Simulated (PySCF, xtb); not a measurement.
Ga(Cl)2(NHMe) (CH4Cl2GaN), SMILES [NH]([Ga]([Cl])[Cl])C. One conformer was computed; it need not be the lowest.

Harmonic wavenumbers (cm⁻¹) from GFN2-xTB run with xtb 6.7.1 at its own minimum, in rising order: 79, 92, 102, 119, 134, 241, 328, 395, 403, 537, 1017, 1072, 1101, 1278, 1410, 1471, 1486, 2928, 2949, 2979, 3341.

What does PBE-D3(BJ)/def2-SVP (PySCF 2.14.0) give at its own minimum? (The exact figures need the calculation; the answer reports its results.)

89, 95, 118, 120, 155, 291, 384, 439, 446, 649, 1052, 1093, 1125, 1328, 1398, 1414, 1441, 2926, 2986, 3055, 3525. Paired by order, the mean absolute difference is 43 cm⁻¹ and the zero-point energies are 33.5 and 34.5 kcal/mol.
